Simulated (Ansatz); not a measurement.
One change: `CO[SiH](F)[SiH3]` becomes `F[SiH]([SiH3])Cl`.

Ansatz, PBE0-D4/def2-TZVP geometries, multiplicity 1. Each molecule was computed in one conformer, which needn't be the lowest.

```json
{"property": "LUMO energy (ωB97M-V/def2-TZVPP) / eV", "`CO[SiH](F)[SiH3]`": "1.66"}
{"property": "HOMO energy (PBE0/def2-TZVPP) / eV", "`CO[SiH](F)[SiH3]`": "-8.24"}
{"property": "LUMO energy (B3LYP/def2-TZVPP) / eV", "`CO[SiH](F)[SiH3]`": "-0.27"}
{"property": "LUMO energy (PBE0/def2-TZVPP) / eV", "`CO[SiH](F)[SiH3]`": "-0.10"}
{"property": "size of the dipole moment (PBE/def2-TZVPP) / D", "`CO[SiH](F)[SiH3]`": "1.42"}
{"property": "HOMO–LUMO gap (ωB97M-V/def2-TZVPP) / eV", "`CO[SiH](F)[SiH3]`": "11.98"}
```

**Question.** What does the change do to each property? (Best estimate.)

**Answer.** Ansatz gave: 
| property | `F[SiH]([SiH3])Cl` | shift |
| --- | --- | --- |
| LUMO energy (ωB97M-V/def2-TZVPP) / eV | 1.22 | -0.44 |
| HOMO energy (PBE0/def2-TZVPP) / eV | -8.40 | -0.16 |
| LUMO energy (B3LYP/def2-TZVPP) / eV | -0.76 | -0.49 |
| LUMO energy (PBE0/def2-TZVPP) / eV | -0.59 | -0.49 |
| size of the dipole moment (PBE/def2-TZVPP) / D | 1.46 | 0.04 |
| HOMO–LUMO gap (ωB97M-V/def2-TZVPP) / eV | 11.68 | -0.30 |

With PBE0 the HOMO falls by 0.16 eV and the LUMO falls by 0.49 eV, so the gap narrows by about 0.33 eV. PBE moves the HOMO by -0.19 eV and ωB97M-V by -0.13 eV. The zero-point energy changes by -107.6 kJ/mol with -12 modes. Dipoles are sizes alone; their direction can turn.

B3LYP here is the variant with VWN-RPA as its local correlation; programs differ in this.
